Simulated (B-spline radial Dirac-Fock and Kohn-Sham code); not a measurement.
**Ag³⁺: scattering cross sections and density moments**

System: Ag³⁺, [Kr] 4d8.

These are calculated numbers from an atomic code on a B-spline grid; the model is Dirac-Fock orbitals of the configuration average with a finite nucleus.

```
Sum of ⟨r⟩                          : 25.12 bohr
Sum of ⟨r²⟩                         : 25.92 bohr²
Sum of ⟨1/r⟩                        : 272.87 per bohr
Langevin diamagnetic susceptibility : -20.5 × 10⁻⁶ cm³/mol
Lamb shielding (α²/3)Σ⟨1/r⟩         : 4844 ppm
```

Coherent scattering is the Thomson cross section weighted by f₀², without anomalous dispersion; incoherent scattering is Klein-Nishina weighted by S. The Lamb formula is the non-relativistic shielding expression. Electron correlation is left out.

```tsv
hν (keV)	coherent (b)	incoherent (b)	incoherent per electron (b)
1	1253	0.4129	0.00938
2	1160	1.436	0.0326
10	453.0	9.779	0.222
20	207.1	14.79	0.336
30	116.5	17.26	0.392
50	53.80	19.27	0.438
100	16.48	19.38	0.440
1000	0.2080	9.247	0.210
```

Incoherent scattering overtakes coherent scattering between 50 and 100 keV.
